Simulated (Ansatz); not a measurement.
Ansatz (a first-principles code) input:

Ansatz 0.2 input:
```yaml
crystal:
  periodic: [false, false, false]
  atoms:
    - {symbol: C, position_ang: [1.72104225, -0.66666999, -0.22919540]}
    - {symbol: C, position_ang: [0.62178908, 0.04381524, -0.24510990]}
    - {symbol: C, position_ang: [0.62952120, 1.54609760, -0.11275537]}
    - {symbol: C, position_ang: [-0.73865400, -0.61958356, -0.40289185]}
    - {symbol: C, position_ang: [-1.63665866, -0.46269615, 0.82711021]}
    - {symbol: H, position_ang: [1.99205635, -1.70828409, -0.30768596]}
    - {symbol: H, position_ang: [0.11306222, 2.00513414, -0.96085992]}
    - {symbol: H, position_ang: [1.64569289, 1.93321150, -0.07220185]}
    - {symbol: H, position_ang: [0.10574416, 1.86236273, 0.79241806]}
    - {symbol: H, position_ang: [-1.23486527, -0.17847762, -1.27466139]}
    - {symbol: H, position_ang: [-0.60018017, -1.67959167, -0.62132999]}
    - {symbol: H, position_ang: [-1.85686723, 0.58494367, 1.03587654]}
    - {symbol: H, position_ang: [-1.15906580, -0.88910379, 1.71107848]}
    - {symbol: H, position_ang: [-2.58781625, -0.97597384, 0.67441986]}
basis:
  gaussian:
    orbitals: def2-TZVP
hamiltonian:
  xc: b3lyp
  dispersion: d3bj
magnetization: {spin_polarized: true, initial_magnetization: 1}
phonons: {temperatures: {t_min: 298.15, t_max: 298.15, t_step: 100}}
```

Problem. Predict the final energy.

Solution. -195.94700 Eh (B3LYP-D3(BJ)/def2-TZVP). The basis has 209 functions.

It need not be the lowest isomer of its formula.
